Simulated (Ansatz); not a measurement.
Consider the formal exchange of groups at the Al–Sn bond: `[CH3][SnH2][AlH2]` + `[OH][SnH3]` → `[OH][SnH2][AlH2]` + `[CH3][SnH3]`.

Isolated molecules relaxed with PBE0-D4/def2-TZVP in Ansatz; ΔE leaves out vibrations. CCSD(T)/CBS is the MP2 limit (def2-TZVPP, def2-QZVPP) plus CCSD(T) − MP2 in def2-TZVPP, frozen cores. Functionals use def2-TZVPP. B3LYP here is the variant with VWN-RPA as its local correlation; programs differ in this. def2 core potentials past Kr. For Sn outer-core shells are correlated without core-valence functions, which leaves a few kJ/mol of doubt a bond. One conformer a species, not always the lowest.

| level | ΔE (kJ/mol) |
| --- | --- |
| PBE | -2.6 |
| B3LYP | -2.6 |

Q: What does CCSD(T)/CBS give? (Best estimate.)

A: The calculation gave: -0.1 kJ/mol. The listed levels differ from it by -2.5, -2.5 kJ/mol.

Largest T1 diagnostic among the species: 0.014.

Leaving LDA and LC-ωPBE aside and taking each functional with its dispersion term where it has one, the values, not all of them listed here, spread over 3.5 kJ/mol, from BLYP-D4 to PBE-QIDH.
